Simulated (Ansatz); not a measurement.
Gas-phase electronic energies from Ansatz, PBE0-D4/def2-TZVP geometries. CBS: MP2 limit from def2 TZ/QZ plus the TZ coupled-cluster correction, frozen cores. DFT in def2-TZVPP. B3LYP here is the variant with VWN-RPA as its local correlation; programs differ in this. One conformer a species, not always the lowest.

Reaction (isomerisation): `C[CH2][AlH][CH]=N` → `C/C=C\[NH][AlH2]`

(1) Is it downhill or uphill in electronic energy at CCSD(T)/CBS, and by how much? (Estimate.)

(2) What do these levels give: PBE-D4, PBE0-D4, B3LYP-D4, ωB97X-V, B3LYP, MP2/def2-TZVPP, CCSD/def2-TZVPP, CCSD(T)/def2-TZVPP, HF/def2-QZVPP, MP2/def2-QZVPP, MP2/CBS(def2), CCSD/CBS(def2)? (An estimate is asked.)

Largest T1 diagnostic among the species: 0.012.

## Answers

(1) Computed: Downhill: ΔE = -109.4 kJ/mol.

(2) Computed: PBE-D4 -112.0, PBE0-D4 -114.7, B3LYP-D4 -116.4, ωB97X-V -109.0, B3LYP -114.9, MP2/def2-TZVPP -116.3, CCSD/def2-TZVPP -108.4, CCSD(T)/def2-TZVPP -107.6, HF/def2-QZVPP -116.2, MP2/def2-QZVPP -117.6, MP2/CBS(def2) -118.1, CCSD/CBS(def2) -110.2 kJ/mol.

From PBE to PBE0 (25 % exact exchange), in def2-TZVPP and without D4, ΔE moves by −3.0 kJ/mol.
